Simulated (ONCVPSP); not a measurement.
## Before and after: ONCV potential for Te (Z = 52)

```
Element                 : tellurium
Generator               : ONCVPSP 4.0.1
Type                    : optimised norm-conserving Vanderbilt (ONCV)
Functional              : PBE
Relativity              : scalar-relativistic
Frozen core             : [Ar] 3d10
Valence charge          : 24
Reference configuration : 4s2 4p6 4d10 5s2 5p3 (charge +1)
Partial waves           : 4s+5s: rc 1.45 bohr, ncon 5, nbas 9, qcut 9.4 1/bohr, 2 projectors; 4p+5p: rc 1.40 bohr, ncon 4, nbas 9, qcut 9 1/bohr, 2 projectors; 4d: rc 0.90 bohr, ncon 3, nbas 6, qcut 10.1 1/bohr, 2 projectors, debl 2.3 Ha
Local potential         : polynomial inside 0.60 bohr (lpopt 5, dvloc0 0 Ha)
Core correction         : Teter function, fcfact 5.25, rcfact 1.4
```

Change: s: qcut 6.9; p: qcut 6.6; d: qcut 7.4.

Cutoffs: the cutoffs (Ha) at which the residual kinetic energy of the hardest occupied pseudo-wave falls to 1 and 0.1 mHa per electron; they do not see the model core or the augmentation charge, which bear on the density cutoff. Errors are all-electron minus pseudo energies relative to the spin-unpolarised reference configuration.

**Question.** Predict the effect on cutoff, ghosts and configuration errors.

**Answer.** The potential gets harder (52 Ha and 134 Ha → 159 Ha and 253 Ha); both files keep a bound ghost (s); of the 4 tests that both files solve, the error grows in 1 and shrinks in 0 by more than 15 % and 0.3 meV (median size 3.2 → 3.2 meV).

| quantity | base | changed |
| --- | --- | --- |
| cutoff, loose | 52 Ha | 159 Ha |
| cutoff, tight | 134 Ha | 253 Ha |
| loose cutoff by channel | s 33 Ha, p 28 Ha, d 52 Ha | s 26 Ha, p 35 Ha, d 159 Ha |
| bound ghosts | s | s |
| GHOST(+) flags under 300 eV | none | none |
| error for 4s2 4p6 4d10 5s2 5p4, meV [ΔE -9.73 eV] | +2.2 | +2.2 |
| error for 4s2 4p6 4d10 5s2 5p2, meV [ΔE 17.93 eV] | -4.3 | -4.3 |
| error for 4s2 4p6 4d10 5s2 5p1, meV [ΔE 44.82 eV] | -11 | -11 |
| error for 4s2 4p6 4d10 5s1 5p5, meV [ΔE -0.47 eV] | +0.7 | -1.0 |
| s: phases at 1.47 bohr within 0.05 rad from the reference energy up to (Ha; the scan ends near 5) | to the end of the scan | to the end of the scan |
| p: phases at 1.42 bohr within 0.05 rad from the reference energy up to (Ha; the scan ends near 5) | to the end of the scan | to the end of the scan |
| d: phases at 0.91 bohr within 0.05 rad from the reference energy up to (Ha; the scan ends near 5) | to the end of the scan | to the end of the scan |
| rms error of d²Exc/dni dnj with the model core, mHa | 1.77 | 2.17 |

 A true bound ghost makes a file unfit for plane-wave use even where its test errors are small: the radial tests pick states by their node count and pass the ghost by.
